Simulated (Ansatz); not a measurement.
The same path of ClH3Sn + H2O (8 atoms, charge 0, multiplicity 1) was run twice with different band settings. Lost on the way: Sn1–Cl2, H6–O7. Made: Sn1–O7, Cl2–H6.

Theory: Ansatz, RKS PBE0-D4/def2-SVP.

Relaxed end points:

```xyz
8
Properties=species:S:1:pos:R:3
Sn -0.652 0.455 -0.861
Cl -0.360 -1.906 -0.627
H -1.530 0.540 -2.336
H -1.595 1.007 0.441
H 0.887 1.159 -1.066
H 0.619 -1.043 1.384
O 0.841 -0.129 1.616
H 1.790 -0.083 1.449
```

```xyz
8
Properties=species:S:1:pos:R:3
Sn -0.473 0.885 -0.428
Cl 0.877 -2.546 -0.533
H -1.750 -0.003 -1.109
H -0.981 2.354 0.293
H 0.880 1.112 -1.443
H 0.574 -1.631 0.399
O 0.098 -0.283 1.128
H 0.774 0.111 1.693
```

Common settings: spring 5.0 eV/Å²; optimiser quadratic models (default); start path through a guess of the saddle point; force threshold 0.03 eV/Å; iteration limit 60; end points relaxed.

| run | movable images | climbing image |
| --- | --- | --- |
| 1 | 7 | yes |
| 2 | 2 | no |

Q: What does each run give, and how far can it be trusted?

A: Run 1: converged after 33 iterations, highest image 0.839 eV above the first end. The profile has 2 maxima (images 3, 7) with wells between them (image 4): this band takes more than one step, which may be the mechanism or a detour left from its start path. A vibrational analysis at the climbing image gives one clearly imaginary mode, 302i cm⁻¹: a first-order saddle point.
Run 2: converged after 40 iterations, highest image 0.743 eV above the first end. The highest image is an end point: on this band no image between the ends rises above it. So few images can step over the top or miss a turn of the path.
The orbitals stay closed-shell, which can raise the energy where a bond breaks towards radicals; this wasn't checked here.
